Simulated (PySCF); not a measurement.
A small calculation by hand: oscillator strength and radiative lifetime

(Z)-1-bromo-2-chloroethene (C2H2BrCl), SMILES Br/C=C\Cl.

Coordinates come from a B3LYP-D3(BJ)/def2-SVP optimisation.

TDA-PBE/def2-SVPD in PySCF 2.14.0 puts the first singlet state with f over 0.02 at 5.88 eV (vertical), with the transition dipole (-0.012, 1.055, 0.000) in atomic units.

Task: Find the oscillator strength, the wavelength and the radiative lifetime that this transition would have in vacuum if emission retraced absorption.

Result: 
|μ|² = 1.1132 au, so |μ| = 2.68 D. ΔE = 5.88/27.211 = 0.2161 hartree. f = (2/3) ΔE |μ|² = 0.160 (the program prints 0.160).
λ = 1239.84/5.88 = 211 nm; ν = 47425 cm⁻¹.
Einstein's coefficient A = 0.6670 ν² f s⁻¹ (ν in cm⁻¹) = 2.4e8 s⁻¹, so τ = 1/A = 4.2 ns. This state is S3; the lower singlets have f = 0.000, 0.000. The figure is the radiative limit of this one transition; relaxation, internal conversion, crossing to triplets and a medium change what is measured.
